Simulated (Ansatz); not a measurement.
Computed with Ansatz on PBE0-D4/def2-TZVP structures; ΔE is electronic, products minus reactants. CBS: MP2 limit from def2 TZ/QZ plus the TZ coupled-cluster correction, frozen cores. Each species was taken in one conformer, which may not be the lowest.

Consider the redistribution: `CCBNC` + `OBN[SiH3]` → `CCBN[SiH3]` + `CNBO`.

`CCBNC`:

```xyz
15

C    -1.946    0.751    0.135
C    -1.224   -0.302    0.965
B     0.265   -0.625    0.571
N     0.904    0.020   -0.480
C     2.259   -0.188   -0.932
H    -2.003    0.460   -0.919
H    -2.971    0.914    0.477
H    -1.436    1.718    0.182
H    -1.785   -1.246    0.946
H    -1.231   -0.015    2.025
H     0.897   -1.450    1.177
H     0.399    0.717   -1.007
H     2.726   -0.955   -0.314
H     2.290   -0.523   -1.974
H     2.857    0.725   -0.853
```

`OBN[SiH3]`:

```xyz
10

O     1.077   -1.368    0.473
B     1.321   -0.130   -0.059
N     0.206    0.697   -0.305
Si   -1.457    0.282    0.008
H     1.870   -1.883    0.617
H     2.438    0.236   -0.306
H     0.390    1.606   -0.696
H    -1.694    0.020    1.449
H    -1.878   -0.911   -0.768
H    -2.272    1.452   -0.415
```

`CCBN[SiH3]`:

```xyz
15

C    -2.011   -0.940   -1.189
C    -0.517   -0.626   -1.274
B     0.140   -0.325    0.120
N     0.988    0.775    0.338
Si    1.792    1.200    1.822
H    -2.427   -1.210   -2.163
H    -2.199   -1.771   -0.505
H    -2.578   -0.082   -0.817
H    -0.342    0.185   -1.991
H     0.001   -1.504   -1.687
H    -0.067   -1.054    1.055
H     1.147    1.382   -0.456
H     3.269    1.203    1.638
H     1.411    0.203    2.848
H     1.393    2.565    2.260
```

`CNBO`:

```xyz
10

C    -1.154   -0.131    0.924
N    -0.138    0.489    0.115
B     0.819   -0.169   -0.658
O     1.719    0.581   -1.374
H    -2.163    0.147    0.602
H    -1.065   -1.215    0.841
H    -1.053    0.131    1.983
H    -0.138    1.498    0.124
H     0.839   -1.372   -0.686
H     2.333    0.041   -1.871
```

```
         level  ΔE (kJ/mol)
 HF/def2-QZVPP          8.3
CCSD/CBS(def2)         12.6
```

Question: What does CCSD(T)/CBS give? (An estimate is asked.)

Answer: Computed: +13.3 kJ/mol. The listed levels differ from it by -5.0, -0.7 kJ/mol.

Largest T1 diagnostic among the species: 0.012.

In def2-TZVPP, CCSD(T) changes the Hartree–Fock value by +4.4 kJ/mol (the triples alone add +0.7 kJ/mol) and MP2 by +4.9 kJ/mol.
